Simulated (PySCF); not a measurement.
C2H6F2Ge, SMILES [CH3][Ge]([F])([CH3])[F]. Atoms are numbered in the order given.

```xyz
11

C      1.6787     0.0000     0.9814
Ge     0.0000     0.0000     0.0133
C     -1.6787     0.0000     0.9814
F      0.0000    -1.3727    -1.0663
F      0.0000     1.3727    -1.0663
H      1.7484     0.8961     1.6154
H      2.5127     0.0000     0.2651
H      1.7484    -0.8961     1.6154
H     -2.5127     0.0000     0.2651
H     -1.7484     0.8961     1.6154
H     -1.7484    -0.8961     1.6154
```

Geometry optimised at B3LYP-D3(BJ)/def2-SVP.

Calculation: HF/def2-TZVP (PySCF).

Symmetry labels are those of the subgroup C2v that the program uses (full group C2v).

Computed valence orbital energies around the gap with their symmetry:
```csv
orbital,symmetry,energy (eV)
HOMO−7,A2,-16.82
HOMO−6,B2,-16.37
HOMO−5,A1,-16.00
HOMO−4,B2,-15.73
HOMO−3,A2,-15.61
HOMO−2,B1,-15.56
HOMO−1,A1,-14.34
HOMO,B1,-12.21
LUMO,A1,3.16
LUMO+1,B1,4.17
LUMO+2,B2,4.83
LUMO+3,B2,5.09
```
